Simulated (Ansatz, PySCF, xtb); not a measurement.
Process, species as SMILES: CC(C)[Si](O)(O)O + 2 C (CH4) + 3 [SiH4] (SiH4) → 2 CC (C2H6) + C[SiH3] + 3 O[SiH3] [hydroxysilane]
Structures are relaxed separately at B3LYP-D3(BJ)/def2-TZVP in Ansatz (a quantum-chemistry and plane-wave program), one conformer each, not searched for the lowest. Frequencies are from Ansatz or PySCF.
Geometry of the first species:
SMILES: C([Si](O)(O)O)(C)C
```xyz
17

C     -1.1894     1.7328    -0.8032
C     -1.1859     0.3339    -0.1699
C     -1.8312    -0.6961    -1.1083
Si     0.5281    -0.1845     0.3602
O      1.4106    -0.2422    -1.0338
O      1.1964     0.8307     1.4665
O      0.5495    -1.6194     1.1613
H     -0.5813     1.7544    -1.7100
H     -0.8002     2.4909    -0.1194
H     -2.2043     2.0336    -1.0770
H     -1.7777     0.3747     0.7522
H     -2.8450    -0.3917    -1.3821
H     -1.2560    -0.8010    -2.0305
H     -1.9040    -1.6824    -0.6437
H      2.3324    -0.5053    -0.9665
H      1.3801     1.7294     1.1855
H      0.2494    -2.3958     0.6841
```

Quantity: bond separation energy (enthalpy at 298 K, with B3LYP-D3(BJ) rigid-rotor harmonic-oscillator terms), in kcal/mol. Valence correlation only, unless marked. No spin-orbit coupling. Non-relativistic. Basis-set limits of correlation are two-point, X^-3; Hartree-Fock from the larger set. [CCSD(T)-MP2]/basis is that difference in the basis named.

| level | program | bond separation energy (kcal/mol) |
|---|---|---|
| GFN2-xTB | xtb | ___ |
| PBE0/def2-SVP | Ansatz | ___ |
| HSE06/def2-TZVPD | Ansatz | 17.8 |
| CAM-B3LYP-D3(BJ)/def2-TZVPD | Ansatz + dftd3 | ___ |
| LC-wPBE/def2-TZVPD | Ansatz | 18.0 |
| wB97X-V/def2-TZVPD | Ansatz | ___ |
| SCS-MP2/6-31G | Ansatz | 29.0 |
| CCSD/aug-cc-pV(D+d)Z | Ansatz | 23.5 |
| RI-MP2/CBS(cc-pV(T+d)Z,cc-pV(Q+d)Z)+[CCSD(T)-MP2]/cc-pV(T+d)Z | Ansatz | 20.7 |

Question: Some entries are withheld; supply them.

Answer: 
- GFN2-xTB, bond separation energy (kcal/mol): -5.7
- PBE0/def2-SVP, bond separation energy (kcal/mol): 21.3
- CAM-B3LYP-D3(BJ)/def2-TZVPD, bond separation energy (kcal/mol): 19.7
- wB97X-V/def2-TZVPD, bond separation energy (kcal/mol): 20.1
